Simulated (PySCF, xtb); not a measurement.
hydrogen iodide (HI), SMILES I.

GFN2-xTB (xtb 6.7.1) at its own geometry gives an orbital gap of 6.43 eV and a dipole moment of 2.47 D.

Coordinates come from a B3LYP-D3(BJ)/def2-TZVPD optimisation. The def2 effective core potentials stand for the cores of I; spin–orbit coupling is left out.

What does PySCF with CAM-B3LYP/def2-TZVPD give? (Estimate from the structure and the level; the computed values follow.)

gap 9.19 eV (levels -9.24 and -0.05 eV), dipole 0.45 D.
